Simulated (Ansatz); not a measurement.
`[CH3][SnH]([F])[SiH2]F` + `C=CCO` → `OC[SiH2]F` + `C=[CH][SnH]([CH3])[F]`  (formal exchange of groups at the Si–Sn bond)

Computed with Ansatz on PBE0-D4/def2-TZVP structures; ΔE is electronic, products minus reactants. CCSD(T)/CBS is the MP2 limit (def2-TZVPP, def2-QZVPP) plus CCSD(T) − MP2 in def2-TZVPP, frozen cores. DFT in def2-TZVPP. def2 core potentials past Kr. For Sn outer-core shells are correlated without core-valence functions, which leaves a few kJ/mol of doubt a bond. Each species was taken in one conformer, which may not be the lowest.

```json
{"level": "PBE-D4", "ΔE (kcal/mol)": "7.0"}
{"level": "HF/def2-QZVPP", "ΔE (kcal/mol)": "5.2"}
```

(1) What does CCSD(T)/CBS give? (An estimate is asked.)

Largest T1 diagnostic among the species: 0.013.

Answers

(1) Ansatz gave: +3.5 kcal/mol. The listed levels differ from it by 3.5, 1.7 kcal/mol.

In def2-TZVPP, CCSD(T) changes the Hartree–Fock value by −2.2 kcal/mol (the triples alone add −0.3 kcal/mol) and MP2 by −2.9 kcal/mol.
